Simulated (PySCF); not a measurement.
# Simulated absorption spectrum

Compound: GeCl3(NHtBu), C4H10Cl3GeN.
InChI=1S/C4H10Cl3GeN/c1-4(2,3)9-8(5,6)7/h9H,1-3H3

Computed with TDDFT B3LYP/def2-SVPD, vertical, gas phase, core orbitals frozen in the response (PySCF 2.14.0, density-fitted response routines). Isolated species at its PBE0-D3(BJ)/def2-SVP geometry, gas phase. The B3LYP/def2-SVPD calculation is non-relativistic and has no spin–orbit coupling, an omission that weighs most on germanium.

Computed states:

```
state  E (eV)       f
   S1    4.67   0.017
   S2    5.99  0.0006
   S3    6.25   0.031
   S4    6.27  0.0059
   S5    6.31   0.039
   S6    6.50   0.039
   S7    6.60  0.0046
   S8    6.67   0.019
   S9    6.72   0.039
  S10    7.19  0.0053
  S11    7.31   0.111
  S12    7.34  0.0021
  S13    7.39   0.018
  S14    7.47  0.0077
  S15    7.79   0.018
```

Broadening: Gaussians 0.5 eV wide at half height, area fixed by f = 4.319×10⁻⁹ ∫ε dν̃. The cross-section is σ = 3.8235×10⁻²¹ ε cm², given in Mb (10⁻¹⁸ cm²). The width is an assumption, not a result. The curve ends short of the highest state used, and states not computed would add to its high-energy end.

(1) Give the broadened spectrum and its maxima.

(2) Coming from long wavelengths, where does ε first pass 100 L mol⁻¹ cm⁻¹?

(3) On this curve, what absorbance would a 10⁻³ mol/L sample give at 248 nm over a 1 cm path?

Results:

(1) 
λ (nm), σ (Mb) and a bar:
```
    172.5      24.64 #############################
    178.8      13.63 ################
    185.1      20.56 ########################
    191.3      25.88 ##############################
    197.6      22.16 ##########################
    203.9      11.52 #############
    210.1       3.49 ####
    216.4       0.63 #
    222.7       0.08 
    228.9       0.01 
    235.2       0.06 
    241.5       0.31 
    247.7       0.99 #
    254.0       2.13 ##
    260.3       3.21 ####
    266.5       3.56 ####
    272.8       3.04 ####
    279.1       2.05 ##
    285.3       1.15 #
    291.6       0.53 #
    297.9       0.21 
    304.1       0.08 
    310.4       0.02 
    316.6       0.01
```

Maxima: 266 nm (4.67 eV), ε about 930, made up of S1 (100%); 192 nm (6.45 eV), ε about 6800, made up of S3 (15%), S5 (25%), S6 (30%) and S9 (14%) (ε in L mol⁻¹ cm⁻¹; maxima over ε = 5, shares over 10%). At its high-energy end, 7.19 eV, the curve is still rising (ε about 6500, from S11).

(2) At about 294 nm (4.22 eV), 0.45 eV below S1.

(3) 248 nm is 4.999 eV, where ε is about 270 L mol⁻¹ cm⁻¹, so A = ε c l ≈ 0.27 (Beer–Lambert, with the gas-phase spectrum and the assumed width).
